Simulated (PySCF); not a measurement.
CHN, charge +1, doublet, geometry from GFN2-xTB (a state made from the parent by changing its charge; the spin is typed, not shown lowest). Base run: M062X/6-31G* run with PySCF.

Here is a job for PySCF.
```python
from pyscf import gto, scf, dft

mol = gto.Mole()
mol.atom = '''
    C    -0.000000   -0.000000   -0.483132
    N     0.000000    0.000000    0.641668
    H    -0.000000   -0.000000   -1.592882
'''
mol.basis = '6-31g*'
mol.charge = 1
mol.spin = 1
mol.verbose = 4
mol.symmetry = True
mol.build()

mf = dft.UKS(mol)
mf.xc = 'm062x'
mf.kernel()
mf.analyze()
```

Each row names what was changed in the base input (with any setting that the change needs).

```
change                   ΔE vs base (eV)  point group used  SCF cycles
-----------------------  ---------------  ----------------  ----------
base                                0.00              Coov          11
symmetry = off                     -0.03                C1          11
symmetry_subgroup = C2v            -0.03               C2v          10
```

Open shells are given as the SCF converged; they aren't shown to be the lowest states, and a large step between rows can be another state.
